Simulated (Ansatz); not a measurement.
Frontier orbitals of `BB1C=C1`.

Cartesian coordinates in Å:
```
B 0.4449 1.1621 -1.1457
B 0.0168 0.0441 -0.0436
C 0.2780 -0.8517 1.1137
C -0.9442 -0.8886 0.6019
H 0.3208 2.3348 -0.9338
H 0.9002 0.8545 -2.2104
H 0.8876 -1.2855 1.8935
H -1.9040 -1.3698 0.7243
```

Total charge 0; spin multiplicity 1. Geometry: relaxed with PBE0-D4/def2-TZVP. Basis def2-TZVPP, the Gaussian-basis code of Ansatz.

Orbital energies of one run (eV). Highest occupied ones, from the top: -7.80, -8.29, -8.92, -9.74, -10.62, -13.80, -14.53, -15.47, -22.69, -182.99, -183.37, -277.44, -277.47. Empty: -1.79, -0.55, 0.31, 1.17, 1.95, 2.08.

(1) Which functional gave them?
A. B97M-V
B. B3LYP
C. r2SCAN
D. LC-ωPBE

## Answers

(1) B. HOMO energies: B3LYP -7.80, B97M-V -7.12, LC-ωPBE -10.69, r2SCAN -7.04 eV.

B3LYP here is the variant with VWN-RPA as its local correlation; programs differ in this. LC-ωPBE has ω = 0.4 bohr⁻¹.
